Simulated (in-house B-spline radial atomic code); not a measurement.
A run on neutral niobium (an excited or competing configuration) that did not converge. Method: scalar-relativistic (X2C) wB97X, spin-polarised, spherical fractional occupations, exact exchange averaged over the configuration, Fermi nucleus of rms radius 4.324 fm; computed with an all-electron radial atomic-structure program (B-spline basis).

Command:
```bash
python run_scf.py task.json out
```
Settings (nuclear radius in fm, mass in u):
```
Z                41
configuration    [Kr] 4d3 5s1 5f1
hamiltonian      x2c
method           wb97x
spin_polarised   True
nucleus          fermi
rms_radius       4.324
atomic_mass      92.90637
speed_of_light   137.035999084
exact_exchange   averaged over the configuration
```

First and last ten iterations of the last attempt (damped for 15 steps, keeping 80 % of the old Fock matrix, then DIIS):
```
 iter        energy (Eh)    residual
    1       -3815.637779    4.25e-01
    2       -3817.747105    1.68e-01
    3       -3818.463827    1.07e-01
    4       -3818.859806    7.28e-02
    5       -3819.052168    4.92e-02
    6       -3819.133141    3.50e-02
    7       -3819.170130    2.66e-02
    8       -3819.188723    2.10e-02
    9       -3819.197286    1.67e-02
   10       -3819.201579    1.33e-02
  111       -3819.208688    1.07e-03
  112       -3819.208700    8.81e-04
  113       -3819.208585    1.27e-03
  114       -3819.208570    4.82e-04
  115       -3819.208811    6.94e-04
  116       -3819.208818    6.85e-04
  117       -3819.208730    1.12e-03
  118       -3819.208788    9.31e-04
  119       -3819.208653    1.19e-03
  120       -3819.208652    1.19e-03
 not converged after 120 iterations
```

The smallest residual met was 3.5e-04; the threshold is about 4e-07. No energy from this run should be used. Cost of the run: 36 s on 1 thread of Arm Neoverse V1 (shared host).
